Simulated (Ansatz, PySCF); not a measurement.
C$_{4}$H$_{11}$O$_{3}$Si (SMILES [CH2][Si](OC)(OC)OC), doublet, geometry from GFN2-xTB. Base run: PBE0/STO-3G run with PySCF.

Input for PySCF:
```python
from pyscf import gto, scf, dft

mol = gto.Mole()
mol.atom = '''
    C     1.030450    1.685800    0.870273
    Si    0.182944    0.275549    0.008257
    O     1.132189   -0.725258   -0.859104
    C     2.216733   -1.447178   -0.358326
    O    -0.819676    0.687461   -1.203402
    C    -1.891260    1.576890   -1.106908
    O    -0.542000   -0.456212    1.284703
    C    -1.315943   -1.626012    1.264719
    H     1.166940    1.730786    1.934805
    H     1.440714    2.512742    0.319457
    H     3.085688   -0.795124   -0.237245
    H     2.455972   -2.233853   -1.075167
    H     1.986705   -1.896434    0.610935
    H    -2.504232    1.370223   -0.226123
    H    -2.499354    1.467256   -2.005665
    H    -1.530063    2.606170   -1.039749
    H    -0.765239   -2.455161    0.814174
    H    -2.236416   -1.474623    0.695513
    H    -1.565929   -1.874584    2.297351
'''
mol.basis = 'sto-3g'
mol.charge = 0
mol.spin = 1
mol.verbose = 4
mol.build()

mf = dft.UKS(mol)
mf.xc = 'pbe0'
mf.kernel()
```

The same geometry, method and basis name were run in Ansatz (a first-principles code) and PySCF, at each program's defaults and at the settings that a row names. The base is PySCF at its defaults. Differences at the defaults can come from grids, fitting, cores and function types together.

```csv
code and settings,ΔE vs base (mEh),basis functions,E (Eh),SCF cycles,dipole (D)
"PySCF, defaults (exact integrals, its default grid, spherical functions)",0.000,55,-665.29530,11,0.84
"Ansatz, defaults (factorised integrals, its default grid, spherical functions)",0.007,55,-665.29529,-,-
"PySCF, density fitting with def2-universal-jkfit",-2.643,55,-665.29794,11,0.84
"PySCF, fine grid",0.000,55,-665.29530,11,0.84
"Ansatz, high accuracy",-0.001,55,-665.29530,-,-
```

Open shells are given as the SCF converged; they aren't shown to be the lowest states, and a large step between rows can be another state.
